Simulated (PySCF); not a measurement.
F2HS, SMILES F[SH+]F, charge +1.

Geometry: TPSSh-D3(BJ)/def2-TZVP. The isomer is the one that the SMILES or the coordinates give; other isomers of the formula were not compared.

Method: TDDFT-ωB97X/def2-SVPD in PySCF 2.14.0.

Vertical excitations. Gas-phase values at a fixed geometry. State labels are in the subgroup Cs.

Problem. Estimate the UV-visible absorptions. (Estimate from the structure and the level; the computed values follow.)

Solution. 
```tsv
state	symmetry	energy (eV)	λ (nm)	f	main pairs
S1	A"	6.86	181	0.015	HOMO→LUMO 98 %
S2	A'	7.47	166	0.032	HOMO→LUMO+1 95 %
S3	A'	9.91	125	0.010	HOMO−1→LUMO 96 %
S4	A"	10.00	124	0.002	HOMO−1→LUMO+1 54 %, HOMO−2→LUMO 43 %
S5	A'	10.39	119	0.022	HOMO−3→LUMO 49 %, HOMO−2→LUMO+1 47 %
S6	A'	10.48	118	0.014	HOMO−2→LUMO+1 48 %, HOMO−3→LUMO 47 %
S7	A"	10.50	118	0.006	HOMO−3→LUMO+1 85 %
S8	A'	10.58	117	0.128	HOMO→LUMO+2 91 %
S9	A"	11.31	110	0.134	HOMO−2→LUMO 43 %, HOMO−1→LUMO+1 34 %, HOMO−3→LUMO+1 11 %
S10	A"	12.42	100	0.010	HOMO−4→LUMO 91 %
T1	A"	5.71	217	0	HOMO→LUMO 97 %
T2	A'	6.05	205	0	HOMO→LUMO+1 97 %
T3	A"	9.13	136	0	HOMO−2→LUMO 86 %
T4	A'	9.32	133	0	HOMO−1→LUMO 82 %
```
Triplets are in the Tamm–Dancoff approximation, which puts them higher than full response would, so one can lie above its singlet here.
